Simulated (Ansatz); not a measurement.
Isolated molecules relaxed with PBE0-D4/def2-TZVP in Ansatz; ΔE leaves out vibrations. CBS: MP2 limit from def2 TZ/QZ plus the TZ coupled-cluster correction, frozen cores. This one scheme is used for every species. Functionals use def2-TZVPP. B3LYP here is the variant with VWN-RPA as its local correlation; programs differ in this. HSE06 is defined as in plane-wave codes. One conformer a species, not always the lowest.

Consider the formal hydrolysis of the Si–N bond: `NB[SiH2]N` + H₂O → `NB[SiH2]O` + NH₃.

```csv
level,ΔE (kcal/mol),difference from CCSD(T)/CBS
LDA (SPW92),-9.8,0.5
PBE-D4,-10.1,0.2
revPBE-D4,-9.8,0.5
BLYP-D4,-11.1,-0.8
r2SCAN-D4,-11.2,-0.9
B97M-V,-11.9,-1.6
PBE0-D4,-10.1,0.2
B3LYP-D4,-11.2,-0.9
r2SCANh-D4,-11.1,-0.8
HSE06-D4,-10.1,0.2
BHLYP-D4,-11.5,-1.2
CAM-B3LYP-D4,-11.4,-1.1
ωB97M-V,-10.9,-0.6
B2PLYP,-11.6,-1.3
PBE-QIDH,-10.6,-0.3
PBE,-10.5,-0.2
revPBE,-10.7,-0.4
BLYP,-11.9,-1.6
r2SCAN,-11.3,-1.0
B3LYP,-11.8,-1.5
r2SCANh,-11.2,-0.9
r2SCAN0,-11.1,-0.8
HSE06,-10.4,-0.1
CAM-B3LYP,-11.8,-1.5
LC-ωPBE,-10.6,-0.3
RPA@PBE/def2-TZVPP,-11.0,-0.7
HF/def2-SVP,-11.6,-1.3
MP2/def2-SVP,-11.1,-0.8
CCSD/def2-SVP,-11.1,-0.8
CCSD(T)/def2-SVP,-11.0,-0.7
HF/def2-TZVPP,-12.6,-2.3
MP2/def2-TZVPP,-10.7,-0.4
SCS-MP2/def2-TZVPP,-11.3,-1.0
CCSD(T)/def2-TZVPP,-10.8,-0.5
HF/def2-QZVPP,-12.6,-2.3
MP2/def2-QZVPP,-10.4,-0.1
SCS-MP2/def2-QZVPP,-10.9,-0.6
HF/CBS(def2),-12.6,-2.3
MP2/CBS(def2),-10.2,0.1
CCSD/CBS(def2),-10.5,-0.2
CCSD(T)/CBS,-10.3,0
```

Question: What do rigid-rotor, harmonic-oscillator terms from PBE0-D4/def2-TZVP frequencies (298.15 K, 1 bar) make of the CCSD(T)/CBS value? (An estimate is asked.)

Answer: Computed: ΔZPE = +0.8 kcal/mol, ΔH = -9.8 kcal/mol, ΔS = -7 J/(mol·K), ΔG = -9.3 kcal/mol.

Largest T1 diagnostic among the species: 0.013.

In def2-TZVPP, CCSD(T) changes the Hartree–Fock value by +1.8 kcal/mol (the triples alone add +0.2 kcal/mol) and MP2 by +1.9 kcal/mol. Leaving LDA and LC-ωPBE aside and taking each functional with its dispersion term where it has one, the values spread over 2.1 kcal/mol, from B97M-V to revPBE-D4. LDA lies +0.7 kcal/mol from PBE without D4.
